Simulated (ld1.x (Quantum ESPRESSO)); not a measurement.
**What the settings do to the PAW potential of vanadium (V)**

Base potential:

ld1.x (Quantum ESPRESSO) 7.5 input, shortened:

```
&input
   title='V', zed=23., rel=1, dft='PBE', iswitch=3,
   config='[Ar] 3d3 4s1.5 4p0.5'
 /
 &inputp
   pseudotype=3, lpaw=.true., tm=.true., lloc=-2, rcloc=1.50,
   nlcc=.true., new_core_ps=.true.,
   which_augfun='BESSEL', rmatch_augfun=1.45
 /
6
4S  1  0   1.50   0.00  2.55  2.95  0.0
4S  1  0   0.00   2.55  2.55  2.95  0.0
3P  2  1   6.00   0.00  1.50  1.65  0.0
4P  3  1   0.50   0.00  1.50  1.65  0.0
3D  3  2   3.00   0.00  1.55  2.10  0.0
3D  3  2   0.00   1.05  1.55  2.10  0.0
 &test
   configts(1)='3p6 3d3 4s1.5 4p0.5'
 /
```

All-electron outer shells of the reference configuration (PBE, scalar-relativistic, ld1.x):

```json
{"shell": "2p", "level (eV)": "-503.87", "outermost node (bohr)": "–", "outermost maximum (bohr)": "0.21"}
{"shell": "3s", "level (eV)": "-70.97", "outermost node (bohr)": "0.38", "outermost maximum (bohr)": "0.82"}
{"shell": "3p", "level (eV)": "-44.77", "outermost node (bohr)": "0.35", "outermost maximum (bohr)": "0.84"}
{"shell": "3d", "level (eV)": "-5.85", "outermost node (bohr)": "–", "outermost maximum (bohr)": "0.90"}
{"shell": "4s", "level (eV)": "-5.14", "outermost node (bohr)": "1.17", "outermost maximum (bohr)": "2.72"}
{"shell": "4p", "level (eV)": "-1.79", "outermost node (bohr)": "1.30", "outermost maximum (bohr)": "3.59"}
```

Cutoffs, loose and tight: the cutoffs (Ry, on a coarse ladder) from which the occupation-weighted sum of valence levels, in a spherical-Bessel basis at the reference potential, stays within 10 and 1 mRy of its value at 400 Ry. They do not see the model core or the augmentation charge, which bear on the density cutoff. Test errors are all-electron minus pseudo excitation energies from the reference, over the configurations 3p6 3d3 4s2 4p0; 3p6 3d3 4s1 4p0; 3p6 3d3 4s0 4p0; 3p6 3d3 4s0 4p1; 3p5 3d3 4s2 4p0; 3p6 3d3 4s1 4p1; 3p6 3d4 4s1 4p0. A dash means not determined; rows that change the core or the reference have their own tests. The largest error is taken over the tests solved by every variant that gives reliable tests at all: 3p5 3d3 4s2 4p0; 3p6 3d3 4s0 4p0; 3p6 3d3 4s0 4p1; 3p6 3d3 4s1 4p0; 3p6 3d3 4s1 4p1; 3p6 3d3 4s2 4p0.

A true bound ghost makes a file unfit for plane-wave use even where its test errors are small: the radial tests pick states by their node count and pass the ghost by.

Cutoffs are not given where the Bessel-basis levels miss the radial ones by over 6 mRy, ghosts where they miss by over 20 mRy; a channel whose overlap is not positive is not tested.

A file whose overlap is not positive is unfit for use, and its test errors describe a broken file.

| change | outcome | cutoff, loose | cutoff, tight | bound ghosts | largest test error (meV) |
| --- | --- | --- | --- | --- | --- |
| base | generated | 35 Ry | 55 Ry | none | +94 |
| waves 4s (bound): rcut 1.88, rcutus 2.00 bohr; 4s channel at 2.55 Ry: rcut 1.88, rcutus 2.00 bohr | generated, overlap not positive | – | – | not determined (overlap not positive) | test run stopped at test 6 of 7 (negative rho), 5 before it not solved |
| waves 4s (bound): rcut 2.18, rcutus 2.32 bohr; 4s channel at 2.55 Ry: rcut 2.18, rcutus 2.32 bohr | failed: new_paw_hamiltonian: negative rho | – | – | – | – |
| waves 4s (bound): rcut 2.44, rcutus 2.58 bohr; 4s channel at 2.55 Ry: rcut 2.44, rcutus 2.58 bohr | generated | 35 Ry | 55 Ry | none | -27 |
| waves 4s (bound): rcut 2.55, rcutus 3.08 bohr; 4s channel at 2.55 Ry: rcut 2.55, rcutus 3.08 bohr | generated | 35 Ry | 55 Ry | none | +103 |
| waves 4s (bound): rcut 2.55, rcutus 3.52 bohr; 4s channel at 2.55 Ry: rcut 2.55, rcutus 3.52 bohr | generated | 35 Ry | 55 Ry | s | test run stopped at test 1 of 7 (negative rho) |
| waves 4s (bound): rcut 2.55, rcutus 3.78 bohr; 4s channel at 2.55 Ry: rcut 2.55, rcutus 3.78 bohr | generated | 35 Ry | 55 Ry | s | -225 |
| waves 4s (bound): rcut 2.55, rcutus 4.18 bohr; 4s channel at 2.55 Ry: rcut 2.55, rcutus 4.18 bohr | generated, overlap not positive | – | – | not determined (overlap not positive) | -224 |
| waves 4s (bound): rcut 2.55, rcutus 4.46 bohr; 4s channel at 2.55 Ry: rcut 2.55, rcutus 4.46 bohr | generated, overlap not positive | – | – | not determined (overlap not positive) | -250 |

(1) What comes out with this change to the base: waves 4s (bound): rcut 2.55, rcutus 2.92 bohr; 4s channel at 2.55 Ry: rcut 2.55, rcutus 2.92 bohr?

## Answers

(1) outcome: generated; cutoff, loose: 35 Ry; cutoff, tight: 55 Ry; bound ghosts: none; largest test error (meV): +75.

Reading the sweep of the s radius (base included, trends over the rows without a ghost): The loose cutoff stays near 35 Ry. Bound ghosts are found at 3.52, 3.78 bohr. The generation fails at 2.32 bohr.
